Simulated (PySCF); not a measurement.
# Atomic charges against the basis set

Compound: C₇H₇F.
SMILES with atom numbers: `[CH3:1][c:2]1[cH:3][cH:4][c:5]([F:6])[cH:7][cH:8]1` (hydrogens: H9, H10, H11 on C1; H12 on C3; H13 on C4; H14 on C7; H15 on C8)

PBE0 throughout (PySCF), one geometry, spherical d and f functions. Geometry: PBE0-D3(BJ)/def2-SVP; no solvent, vibrations or thermal averaging. Atoms taken as equivalent share a column and are averaged. The first 7 of 9 kinds of atom are listed.

Mulliken charges (e):

```
        basis  functions      C1      C2   C3/C8   C4/C7      C5      F6  H9/H10/H11
       STO-3G         47  -0.238  -0.006  -0.083  -0.113  +0.101  -0.070      +0.086
     pcSseg-0         86  -0.600  -0.217  -0.175  -0.219  +0.261  -0.364      +0.243
        6-31G         86  -0.555  +0.067  -0.183  -0.190  +0.294  -0.329      +0.182
       6-31G*        126  -0.603  +0.129  -0.201  -0.252  +0.426  -0.326      +0.190
      cc-pVDZ        147  -0.004  -0.148  +0.010  -0.022  +0.145  -0.168      +0.057
     def2-SVP        147  +0.003  -0.106  -0.023  -0.082  +0.281  -0.209      +0.053
     pcSseg-1        171  -0.145  -0.324  -0.025  -0.152  +0.326  -0.278      +0.129
  aug-cc-pVDZ        247  +0.301  +0.628  +0.961  +0.197  +0.266  -0.622      -0.082
6-311+G(2d,p)        258  -0.677  +1.078  -0.637  +0.120  +0.021  -0.319      +0.158
    def2-TZVP        290  -0.403  +0.163  -0.186  -0.180  +0.269  -0.191      +0.134
```

IAO charges (e):

| basis | functions | C1 | C2 | C3/C8 | C4/C7 | C5 | F6 | H9/H10/H11 |
| --- | --- | --- | --- | --- | --- | --- | --- | --- |
| STO-3G | 47 | -0.397 | -0.021 | -0.130 | -0.180 | +0.142 | -0.082 | +0.140 |
| pcSseg-0 | 86 | -0.426 | -0.006 | -0.145 | -0.192 | +0.255 | -0.237 | +0.152 |
| 6-31G | 86 | -0.440 | +0.010 | -0.151 | -0.190 | +0.261 | -0.253 | +0.155 |
| 6-31G* | 126 | -0.420 | +0.004 | -0.143 | -0.190 | +0.291 | -0.260 | +0.147 |
| cc-pVDZ | 147 | -0.419 | +0.006 | -0.147 | -0.193 | +0.292 | -0.260 | +0.148 |
| def2-SVP | 147 | -0.408 | +0.005 | -0.143 | -0.190 | +0.289 | -0.260 | +0.144 |
| pcSseg-1 | 171 | -0.417 | +0.003 | -0.149 | -0.192 | +0.290 | -0.266 | +0.148 |
| aug-cc-pVDZ | 247 | -0.429 | +0.008 | -0.152 | -0.193 | +0.293 | -0.274 | +0.152 |
| 6-311+G(2d,p) | 258 | -0.431 | +0.007 | -0.151 | -0.193 | +0.294 | -0.275 | +0.152 |
| def2-TZVP | 290 | -0.431 | +0.007 | -0.150 | -0.194 | +0.298 | -0.274 | +0.152 |

Hirshfeld charges (e):

```csv
basis,functions,C1,C2,C3/C8,C4/C7,C5,F6,H9/H10/H11
STO-3G,47,-0.035,-0.006,-0.030,-0.056,+0.069,-0.027,+0.019
pcSseg-0,86,-0.100,+0.008,-0.047,-0.068,+0.083,-0.085,+0.042
6-31G,86,-0.096,+0.005,-0.049,-0.066,+0.080,-0.095,+0.042
6-31G*,126,-0.097,+0.002,-0.049,-0.067,+0.081,-0.084,+0.042
cc-pVDZ,147,-0.107,+0.004,-0.048,-0.069,+0.077,-0.072,+0.044
def2-SVP,147,-0.111,+0.006,-0.048,-0.070,+0.083,-0.080,+0.045
pcSseg-1,171,-0.113,+0.002,-0.049,-0.070,+0.082,-0.083,+0.046
aug-cc-pVDZ,247,-0.120,-0.002,-0.051,-0.070,+0.079,-0.087,+0.049
"6-311+G(2d,p)",258,-0.112,-0.005,-0.050,-0.069,+0.077,-0.090,+0.048
def2-TZVP,290,-0.116,-0.001,-0.050,-0.070,+0.079,-0.087,+0.048
```

Some averages cover members that differ in this geometry, most widely: H9/H10/H11, Mulliken in aug-cc-pVDZ -0.142 to +0.039 e.

Task: Which scheme is steadiest as the basis changes?

Result: Largest range over the bases for any column: Hirshfeld 0.09 e, IAO 0.19 e, Mulliken 1.60 e. Hirshfeld charges move least and Mulliken charges most, counted in e. Without the minimal STO-3G basis the ranges are Hirshfeld 0.02, IAO 0.04, Mulliken 1.60 e.

Task: How much do the charges still move between the two largest bases, 6-311+G(2d,p) and def2-TZVP?

Result: At most, over all atoms: Mulliken 0.915 e, IAO 0.004 e, Hirshfeld 0.004 e.

Task: What do the same runs give for the total energy, the frontier levels and the dipole moment?

Result: 
```csv
basis,energy (Eh),HOMO (eV),LUMO (eV),μ (D)
STO-3G,-365.6914,-4.45,2.77,0.68
pcSseg-0,-369.5575,-7.03,-0.39,2.11
6-31G,-370.2973,-6.72,-0.05,2.10
6-31G*,-370.3754,-6.58,-0.03,1.62
cc-pVDZ,-370.4063,-6.72,-0.26,1.68
def2-SVP,-370.1143,-6.82,-0.35,1.78
pcSseg-1,-370.3399,-6.91,-0.48,1.87
aug-cc-pVDZ,-370.4258,-6.86,-0.54,1.86
"6-311+G(2d,p)",-370.4868,-6.87,-0.54,1.89
def2-TZVP,-370.5196,-6.85,-0.48,1.80
```

The dipole is fixed by the density alone, so its range of 1.43 D shows that the density itself changes with the basis, not only its division among atoms.
